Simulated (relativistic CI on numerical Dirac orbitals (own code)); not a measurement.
A reference radial Dirac CI calculation of Mg I gave the lowest total energy -199.90296 Ha in 33 SCF steps, from this input:

```
atom Mg  Z=12  charge=0  electrons=12
nucleus A=24  rms_radius_fm=3.0570
hamiltonian dirac-coulomb  breit=on  qed=on  c_scale=1
orbitals kli  potential=per-configuration
slater_scale 1
correlation none
mixing on
grid step=0.0125 r_max=102.8
scf mixing=0.4 start=green max_iterations=150 tolerance=2e-08 node_fill=0.05
configurations
  [Ne] 3s2
  [Ne] 3s 3p
  [Ne] 3p2
end
```

One setting was then changed, and the output read:

```
SCF 1: [Ne] 3s2
 iter      energy (Ha)   residual   last orbital (Ha)
    1      -199.165706   6.75e-01     -0.32362
    2      -199.838934   2.19e-01     -0.26690
    3      -199.930342   1.99e-02     -0.24735
    4      -199.930897   1.47e-02     -0.25245
    5      -199.931182   2.01e-03     -0.25153
    6      -199.931188   7.93e-05     -0.25125
    7      -199.931189   5.29e-05     -0.25126
    8      -199.931188   2.60e-06     -0.25127
    9      -199.931188   6.91e-08     -0.25126
   10      -199.931188   3.29e-08     -0.25126
   11      -199.931188   2.59e-10     -0.25126
SCF 2: [Ne] 3s 3p
 iter      energy (Ha)   residual   last orbital (Ha)
    1      -199.114315   6.38e-01     -0.16521
    2      -199.749389   2.00e-01     -0.14699
    3      -199.836655   1.91e-02     -0.14566
    4      -199.837376   1.13e-02     -0.15226
    5      -199.837502   1.43e-03     -0.15231
    6      -199.837529   1.00e-04     -0.15250
    7      -199.837527   2.28e-05     -0.15256
    8      -199.837526   5.76e-06     -0.15255
    9      -199.837526   8.32e-08     -0.15255
   10      -199.837526   6.97e-08     -0.15255
   11      -199.837526   9.92e-10     -0.15255
SCF 3: [Ne] 3p2
 iter      energy (Ha)   residual   last orbital (Ha)
    1      -198.994381   6.08e-01     -0.16521
    2      -199.600203   1.82e-01     -0.15330
    3      -199.685424   1.96e-02     -0.15703
    4      -199.686311   6.53e-03     -0.16391
    5      -199.686398   7.46e-04     -0.16422
    6      -199.686458   1.64e-04     -0.16419
    7      -199.686458   2.51e-05     -0.16418
    8      -199.686459   2.05e-06     -0.16419
    9      -199.686459   5.09e-07     -0.16419
   10      -199.686459   2.52e-08     -0.16419
   11      -199.686459   8.18e-10     -0.16419
orbital energies (Ha): 1s -46.3372  2s -3.0984  2p1/2 -1.8679  2p3/2 -1.8574  3s -0.2513
configuration averages (Ha): Dirac-Coulomb, Breit, QED
  3s2                           -199.931188    0.031796    0.020612
  3s 3p                         -199.837526    0.031783    0.020587
  3p2                           -199.686459    0.031767    0.020555
levels: no., configuration, term, J, E (cm-1), weight
   1 3s2                    1S   0                0.0  0.91
   2 3s 3p                  3P*  0            21358.7  1.00
   3 3s 3p                  3P*  1            21380.5  1.00
   4 3s 3p                  3P*  2            21424.7  1.00
   5 3s 3p                  1P*  1            46836.2  1.00
   6 3p2                    3P   0            57429.8  1.00
   7 3p2                    3P   1            57449.1  1.00
   8 3p2                    3P   2            57487.4  1.00
   9 3p2                    1D   2            64342.3  1.00
  10 3p2                    1S   0            81867.2  0.91
lowest total energy -199.911648 Ha
end: converged
```

(1) Which setting was changed?
A. configuration list
B. Breit term
C. speed of light
D. Slater scale

Results:

(1) D. The Slater scale 1.2.
